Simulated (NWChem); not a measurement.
Si2H5O2Cl; SMILES O[SiH2][Si@@H](O)Cl

```xyz
10

O      1.0248    -2.3124    -0.1844
Si    -0.4476    -1.6390     0.2280
Si    -0.5049     0.6079    -0.4508
O     -1.7966     1.3369     0.2973
Cl     1.3183     1.4751     0.1621
H      1.8105    -1.8302     0.1122
H     -0.7206    -1.6845     1.6936
H     -1.4719    -2.4385    -0.4888
H     -0.5306     0.8575    -1.9185
H     -1.9899     2.2568     0.0620
```
Atoms are numbered in this order, from 1.

Program: NWChem. Medium grid unless said otherwise, to which SCAN and Minnesota functionals are sensitive. Coordinates come from a B3LYP/6-31G* (spherical d) optimisation. Total energies of different functionals are on different scales.

```
level                                  energy (Ha)  highest occupied level (eV)  orbital gap (eV)  dipole (D)
-------------------------------------  -----------  ---------------------------  ----------------  ----------
PBE/def2-TZVP                           -1192.2308                        -6.66              4.96        1.30
B3LYP/def2-TZVP                         -1192.9424                        -7.74              6.70        1.39
M06-2X/def2-TZVP                        -1192.7687                            ?                 ?           ?
TPSSh/def2-TZVP                         -1192.9317                        -7.32              6.17        1.35
LDA (Slater exchange, VWN5)/def2-TZVP   -1187.9977                        -6.75              4.81        1.37
PW6B95/def2-TZVP                        -1193.9237                        -8.02              7.18        1.37
```

Q: Fill in the missing entries.

A: 
- M06-2X/def2-TZVP, highest occupied level (eV): -9.08
- M06-2X/def2-TZVP, orbital gap (eV): 9.02
- M06-2X/def2-TZVP, dipole (D): 1.43
